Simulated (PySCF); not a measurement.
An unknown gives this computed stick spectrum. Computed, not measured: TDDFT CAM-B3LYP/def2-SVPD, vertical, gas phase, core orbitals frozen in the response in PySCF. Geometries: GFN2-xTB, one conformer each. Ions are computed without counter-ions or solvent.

| state | ν̃ (cm⁻¹) | f | main configurations (H = HOMO, L = LUMO) |
| --- | --- | --- | --- |
| S1 | 26590 | 0.0001 | H-1→L (96%) |
| S2 | 34880 | 0.430 | H→L (94%) |
| S3 | 46400 | 0.047 | H-2→L (93%) |
| S4 | 47780 | 0.0000 | H-3→L (95%) |
| S5 | 50720 | 0.0007 | H-5→L (91%) |
| S6 | 53540 | 0.0044 | H-6→L (87%) |
| S7 | 54780 | 0.081 | H-4→L (91%) |
| S8 | 57620 | 0.0000 | H→L+2 (64%), H-7→L (18%) |

Orbital energies (eV): HOMO-3 -17.31, HOMO-2 -16.27, HOMO-1 -14.69, HOMO -14.38, LUMO -7.55, LUMO+1 -3.68, LUMO+2 -2.91.

Question: Which candidate is it? All have the formula [C7H7]+.
A. `C(#CC[c+]1cc1)C`
B. `CC#Cc1[cH+]c1C`
C. `C=Cc1c[c+]1C=C`
D. `C#CC1=CC[C+]1C`
E. `C#C[C+]1C=CCC1`

Answer: E. Its S1, at 3.30 eV, is the lowest among the candidates; the nearest of the others has S1 at 3.66 eV. S1 is HOMO-1→LUMO (96%). Löwdin shares by element: HOMO carbon 78% or more (atoms not listed hold the other 22%); LUMO carbon 74% or more (atoms not listed hold the other 26%). At the same level the other candidates give, for their lowest levels:
- `CC#Cc1[cH+]c1C`: 3.66 eV (f 0.000); 5.10 eV (f 0.263); 5.76 eV (f 0.000); 6.51 eV (f 0.049); 6.79 eV (f 0.000); T1 3.39 eV; HOMO -13.72, LUMO -5.88 eV
- `C#CC1=CC[C+]1C`: 4.39 eV (f 0.001); 5.04 eV (f 0.223); 5.68 eV (f 0.070); 6.16 eV (f 0.088); 6.67 eV (f 0.011); T1 3.45 eV; HOMO -14.06, LUMO -5.97 eV
- `C=Cc1c[c+]1C=C`: 5.15 eV (f 0.612); 5.82 eV (f 0.137); 6.06 eV (f 0.000); 6.43 eV (f 0.120); 6.50 eV (f 0.000); T1 3.20 eV; HOMO -13.86, LUMO -6.17 eV
- `CC#CC[c+]1cc1`: 4.46 eV (f 0.000); 4.97 eV (f 0.165); 5.27 eV (f 0.005); 5.56 eV (f 0.096); 6.93 eV (f 0.000); T1 3.89 eV; HOMO -13.37, LUMO -5.30 eV
Triplets come from the Tamm–Dancoff approximation.
